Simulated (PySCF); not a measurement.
Spin-rotation constants: `CO[C@H](F)C1=CCC1`, C₆H₉FO

Geometry (Å), atoms numbered from 1 in this order:
```xyz
17

C     2.9413    0.3665    0.3449
O     1.5412    0.3161    0.5417
C     0.8216   -0.0448   -0.5698
F     0.9361    0.9539   -1.5441
C    -0.6129   -0.2191   -0.2100
C    -1.4714   -1.2370   -0.2532
C    -2.6106   -0.4368    0.3139
C    -1.6141    0.7500    0.3619
H     3.3726    0.6116    1.3125
H     3.3205   -0.6034    0.0036
H     3.2079    1.1354   -0.3855
H     1.2274   -0.9524   -1.0581
H    -1.4037   -2.2624   -0.5677
H    -2.9698   -0.7711    1.2851
H    -3.4566   -0.2989   -0.3565
H    -1.8616    1.5875   -0.2867
H    -1.3748    1.1171    1.3570
```

Theory: PySCF 2.14.0, GIAO PBE/pcSseg-1 magnetisability, rotational g tensor and spin-rotation constants, non-relativistic, gas phase. Geometry: GFN2-xTB.

Give the nuclear spin-rotation constants along the inertial axes (H = +C I·J) beside the isotropic shieldings.

Rotational constants 4.6219, 1.1799, 1.1199 GHz. A star marks the isotopologue with that one atom substituted, in its own axes.
| atom | isotope | Caa (kHz) | Cbb (kHz) | Ccc (kHz) | mean (kHz) | σ (ppm) |
| --- | --- | --- | --- | --- | --- | --- |
| F4 | 19F | 5.928 | 0.896 | 0.886 | 2.570 | 307.2 |
| H9 | 1H | -0.410 | -0.005 | -0.067 | -0.161 | 27.7 |
| H10 | 1H | -0.453 | -0.127 | 0.049 | -0.177 | 28.2 |
| H11 | 1H | -0.350 | 0.020 | -0.097 | -0.142 | 27.4 |
| H12 | 1H | -0.304 | -0.138 | 0.074 | -0.123 | 25.8 |
| H13 | 1H | -0.432 | -0.136 | 0.107 | -0.153 | 25.4 |
| H14 | 1H | -0.332 | 0.004 | -0.120 | -0.149 | 29.2 |
| H15 | 1H | -0.100 | -0.051 | -0.123 | -0.091 | 29.1 |
| H16 | 1H | -0.509 | 0.005 | -0.071 | -0.191 | 28.9 |
| H17 | 1H | -0.474 | -0.047 | -0.030 | -0.184 | 28.9 |
| C1 | 13C* | 0.663 | 0.303 | 0.253 | 0.406 | 122.7 |
| O2 | 17O* | -0.892 | -0.105 | -0.117 | -0.371 | 239.1 |
| C3 | 13C* | 1.485 | 0.326 | 0.330 | 0.714 | 65.2 |
| C5 | 13C* | 1.951 | 0.216 | 0.514 | 0.894 | 30.0 |
| C6 | 13C* | 1.821 | 0.196 | 0.486 | 0.834 | 43.7 |
| C7 | 13C* | 0.928 | 0.167 | 0.176 | 0.424 | 151.9 |
| C8 | 13C* | 0.744 | 0.180 | 0.208 | 0.377 | 152.4 |

For the geometry as given, no vibrational averaging.

How do the rotational constants and the g tensor change when H9, H10, H11, H12, H13, H14, H15, H16, H17 are replaced by deuterium?

Constants 3.8909, 1.0012, 0.9705 GHz; g -0.0334, -0.0039, -0.0087, against -0.0395, -0.0046, -0.0100 before.
